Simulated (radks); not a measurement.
Problem. Species: the technetium ion Tc36+. Configuration: [He] 2s2 2p3 (the NIST ground configuration). All-electron calculation, scalar-relativistic Kohn-Sham, PBE, spin-unpolarised, spherical densities, point nucleus. Program: a radial shooting solver on a logarithmic mesh with Libxc functionals. Some entries of the table are withheld. Estimate them.

orbital,occ.,eigenvalue (eV),r(max) (bohr),<r^2> (bohr^2)
1s,2,(1),(2),(3)
2s,2,(4),0.1229,(5)
2p,3,-5008.607,(6),0.01842

Solution. 
(1) 1s eigenvalue (eV): -23507.39
(2) 1s r(max) (bohr): 0.02226
(3) 1s <r^2> (bohr^2): 0.001576
(4) 2s eigenvalue (eV): -5255.839
(5) 2s <r^2> (bohr^2): 0.02401
(6) 2p r(max) (bohr): 0.09733
